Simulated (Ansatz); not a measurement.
`c1ccc2c(c1)oc1c3ccccc3oc21` with charge -1. Total charge -1; doublet. Geometry PBE0-D4/def2-SVP, that of the neutral singlet; atoms count from 1.

```tsv
atom	x (Å)	y (Å)	z (Å)
C1	1.514	3.967	0.488
C2	0.126	4.122	0.347
C3	-0.709	3.026	0.167
C4	-0.132	1.751	0.127
C5	1.276	1.618	0.272
C6	2.112	2.709	0.452
O7	1.687	0.316	0.211
C8	0.554	-0.398	0.029
C9	0.132	-1.751	-0.127
C10	0.709	-3.026	-0.167
C11	-0.125	-4.122	-0.348
C12	-1.514	-3.967	-0.488
C13	-2.112	-2.709	-0.452
C14	-1.276	-1.618	-0.271
O15	-1.687	-0.316	-0.211
C16	-0.554	0.398	-0.029
H17	2.141	4.850	0.628
H18	-0.304	5.125	0.381
H19	-1.788	3.149	0.058
H20	3.190	2.575	0.560
H21	1.788	-3.149	-0.057
H22	0.304	-5.125	-0.380
H23	-2.141	-4.850	-0.629
H24	-3.190	-2.575	-0.560
```

The highest occupied level of the charge -1 doublet lies above zero (up to 1.57 eV). By energy differences it is unbound by 0.12 eV (vertical, to the charge 0 singlet, at PBE0-D4/def2-SVP) and held by the finite basis.

**Question.** Estimate the Mulliken populations from the PBE0/def2-SVP orbitals of Ansatz.

**Answer.** 
| atom | charge (e) | spin (α − β) |
| --- | --- | --- |
| C1 | -0.08 | 0.21 |
| C2 | -0.02 | -0.11 |
| C3 | -0.09 | 0.25 |
| C4 | -0.02 | 0.01 |
| C5 | 0.17 | -0.01 |
| C6 | -0.13 | 0.08 |
| O7 | -0.29 | 0.02 |
| C8 | 0.10 | 0.08 |
| C9 | -0.02 | 0.01 |
| C10 | -0.09 | 0.25 |
| C11 | -0.02 | -0.11 |
| C12 | -0.08 | 0.21 |
| C13 | -0.13 | 0.08 |
| C14 | 0.17 | -0.01 |
| O15 | -0.29 | 0.02 |
| C16 | 0.10 | 0.08 |
| H17 | -0.04 | -0.01 |
| H18 | -0.04 | 0.00 |
| H19 | -0.04 | -0.01 |
| H20 | -0.04 | -0.01 |
| H21 | -0.04 | -0.01 |
| H22 | -0.04 | 0.00 |
| H23 | -0.04 | -0.01 |
| H24 | -0.04 | -0.01 |
Mulliken values and Mayer orders depend strongly on the basis.

**Question.** Where does the spin sit?

**Answer.** Summed by element: C 1.02, O 0.04, H -0.05, of 1 unpaired in all. Largest on single atoms: C3 0.25, C10 0.25, C12 0.21.

**Question.** And the Mayer bond orders between bonded heavy atoms (over 0.3)?

**Answer.** C1–C2 1.39 (1.40 Å); C1–C6 1.24 (1.39 Å); C2–C3 1.39 (1.39 Å); C3–C4 1.21 (1.40 Å); C4–C5 1.22 (1.42 Å); C4–C16 1.25 (1.43 Å); C5–C6 1.45 (1.39 Å); C5–O7 1.06 (1.37 Å); O7–C8 1.06 (1.35 Å); C8–C9 1.25 (1.43 Å); C8–C16 1.32 (1.37 Å); C9–C10 1.21 (1.40 Å); C9–C14 1.22 (1.42 Å); C10–C11 1.39 (1.39 Å); C11–C12 1.39 (1.40 Å); C12–C13 1.24 (1.39 Å); C13–C14 1.45 (1.39 Å); C14–O15 1.06 (1.37 Å); O15–C16 1.06 (1.35 Å).
